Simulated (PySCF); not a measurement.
2,2-dichloroethyl(fluoro)silane (C2H5Cl2FSi), SMILES F[SiH2]CC(Cl)Cl. Geometry: ωB97X-D3(BJ)/def2-SVP. One conformer was computed; it need not be the lowest.

Computed equilibrium geometry at ωB97X-D3(BJ)/def2-SVP (PySCF confirms it by a frequency run) as bond lengths and angles (one conformer of several):
Atoms: F1 Si2 C3 C4 Cl5 Cl6 H7 H8 H9 H10 H11. Bonded distances (Å): F1–Si2 1.632, Si2–C3 1.888, Si2–H7 1.482, Si2–H8 1.487, C3–C4 1.513, C3–H9 1.103, C3–H10 1.102, C4–Cl5 1.777, C4–Cl6 1.790, C4–H11 1.097. Bond angles (°): F1–Si2–C3 106.6, F1–Si2–H7 107.5, F1–Si2–H8 107.8, C3–Si2–H7 112.6, C3–Si2–H8 110.0, H7–Si2–H8 112.0, Si2–C3–C4 112.0, Si2–C3–H9 109.3, Si2–C3–H10 109.7, C4–C3–H9 109.2, C4–C3–H10 109.2, H9–C3–H10 107.4, C3–C4–Cl5 112.2, C3–C4–Cl6 109.6, C3–C4–H11 112.1, Cl5–C4–Cl6 110.3, Cl5–C4–H11 106.5, Cl6–C4–H11 105.9.
